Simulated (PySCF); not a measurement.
**Correlation energy of Sn⁺ (tin, charge +1)**

[Kr] 4d10 5s1 5p2, high-spin 4P determinant (an excited configuration). All numbers are calculated (PySCF 2.14, a scalar-relativistic core potential, in aug-cc-pVTZ-PP with one added diffuse shell each of d, f type with ECP28MDF (6s5p5d3f, 67 functions)). Frozen: 4s2 4p6 4d10; 3 electrons correlated.

```csv
level,correlation energy (mhartree)
CCSD,-10.57
(T),-0.06
CCSD(T),-10.63
```

Diagnostics: T1 = 0.0027, D1 = 0.0052, largest double amplitude 0.024.

Is a single reference adequate?

Yes, within this model without spin-orbit coupling: T1 lies below 0.03 and no double amplitude reaches 0.07.
